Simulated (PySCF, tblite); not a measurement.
Species: C5H14OP2.
Atom-mapped SMILES: `[CH3:1][CH2:2][P:3]([CH2:4][PH2:5])[CH2:6][O:7][CH3:8]` (hydrogens: H9, H10, H11 on C1; H12, H13 on C2; H14, H15 on C4; H16, H17 on P5; H18, H19 on C6; H20, H21, H22 on C8)

Structure optimised with GFN2-xTB, isolated species.

Task: What internal coordinates does the optimisation give?

Result: 
| bond | length (pm) | order |
| --- | --- | --- |
| C1–C2 | 152.4 | single |
| C2–P3 | 186.6 | single |
| P3–C4 | 185.9 | single |
| C4–P5 | 187.4 | single |
| P3–C6 | 186.3 | single |
| C6–O7 | 140.3 | single |
| O7–C8 | 140.4 | single |
| C1–H9, C1–H10, C1–H11 | 108.8 | single |
| C2–H12, C2–H13 | 109.4 | single |
| C4–H14, C4–H15 | 109.5 | single |
| P5–H16 | 139.0 | single |
| P5–H17 | 140.7 | single |
| C6–H18, C6–H19 | 110.2 | single |
| C8–H20, C8–H21, C8–H22 | 109.4 | single |

Bonds in one row agree within 1 pm and their mean is given. Orders are formal, as drawn. A selection of angles:
| angle | degrees |
| --- | --- |
| C1–C2–P3 | 111.9 |
| C2–P3–C4 | 98.2 |
| C2–P3–C6 | 98.5 |
| C4–P3–C6 | 96.2 |
| P3–C4–P5 | 112.4 |
| P3–C6–O7 | 103.6 |
| C6–O7–C8 | 114.2 |

Torsions: C1–C2–P3–C4 175° (antiperiplanar); C2–P3–C4–P5 -153° (antiperiplanar); C2–P3–C6–O7 164° (antiperiplanar); P3–C6–O7–C8 178° (antiperiplanar). The mirror-image conformer, all signs reversed, is as good.

Of the pairs four or more bonds apart, P5···O7 is among the closest relative to their van der Waals radii: 2.54 Å, 77 % of the sum of Bondi's values. O7 (ether oxygen) is bent (angle 114.2°). P5 (phosphine phosphorus) is pyramidal (angles 95.5°, 93.8° and 91.6°, sum 280.9°, 0.82 Å off the plane of its three neighbours). P3 (phosphine phosphorus) is pyramidal (angles 98.5°, 98.2° and 96.2°, sum 292.9°, 0.92 Å off the plane of its three neighbours).

Point group: C1 (no symmetry element, even within 0.4 Å). Its GFN2-xTB frequencies are all real (lowest 37 cm⁻¹). The numbers are those of one conformer (C1–C2–P3–C4 175°, C2–P3–C4–P5 -153°, P3–C4–P5–H -51° and -143°, C2–P3–C6–O7 164°, P3–C6–O7–C8 178°). 3 starts were optimised and ended at 0.00, 1.87 and 4.11 kcal/mol (GFN2-xTB); the lowest of these is shown.

The numbers are calculated, not measured.
